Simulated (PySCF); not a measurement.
# UHF on F⁺ (fluorine, charge +1)

Configuration: [He] 2s2 2p4, high-spin 3P determinant. Calculation: PySCF 2.14, in def2-SVP (3s2p1d, 14 functions); the non-relativistic Hamiltonian (point nucleus).

* Total energy: -98.704449 hartree
* One-electron energy: -132.9522 hartree
* Hartree (Coulomb) energy: 43.8853 hartree
* Exchange energy: -9.6375 hartree
* Kinetic energy: 98.80233 hartree
* ⟨S²⟩: 2.0044
* ⟨L²⟩: 2.006
* Sum of ⟨r⟩: 6.211 bohr
* Sum of ⟨r²⟩: 7.292 bohr²
* Traceless quadrupole moment −½Σ⟨3z² − r²⟩ along its main axis: -0.553 e·bohr²
* Density at the nucleus (Gaussians lack the cusp): 407 bohr⁻³
* Spin density at the nucleus: 1.08 bohr⁻³
* Langevin diamagnetic susceptibility: -5.78 ×10⁻⁶ cm³/mol
* Time after the integrals: 0.09 s of wall time on 1 thread of Neoverse-N1 (shared host)

| shell | electrons | mean orbital energy (hartree) | spread (hartree) | rms radius, mean of both spins (bohr) |
| --- | --- | --- | --- | --- |
| 1s α | 1 | -27.19734 | 0 | 0.204 |
| 1s β | 1 | -27.08622 | 0 | 0.204 |
| 2s α | 1 | -2.37479 | 0 | 1.07 |
| 2s β | 1 | -1.97295 | 0 | 1.07 |
| 2p α | 3 | -1.50357 | 0.11905 | 1.11 |
| 2p β | 1 | -1.31459 | 0 | 1.11 |
